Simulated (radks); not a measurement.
Coulomb parameter of the 4d shell of the palladium ion Pd+ in the model configuration [Kr] 4d8 5s1, as a second difference U = [E(n + 1) + E(n - 1) - 2 E(n)] / (1)^2 with all orbitals relaxed. "Bare": the charge of the atom changes with n. "Screened": the 5s shell takes up the change at fixed total charge, which measures U(4d,4d) + U(5s,5s) - 2 U(4d,5s). Method: Dirac Kohn-Sham, PBE, spin-unpolarised, spherical densities, finite nucleus; open shells are shared between the two j in proportion to 2j + 1; Fermi nuclear charge, rms radius 4.5318 fm; computed with a radial shooting solver on a logarithmic mesh with Libxc functionals.

| case | configuration | E - E(n) (eV) |
|---|---|---|
| start | [Kr] 4d8 5s1 | 0.000 |
| bare +1 | [Kr] 4d9 5s1 | -12.141 |
| bare -1 | [Kr] 4d7 5s1 | 24.438 |
| screened +1 | [Kr] 4d9 | -4.525 |
| screened -1 | [Kr] 4d7 5s2 | 6.585 |

U(bare) = 12.296 eV, U(screened by 5s) = 2.060 eV.
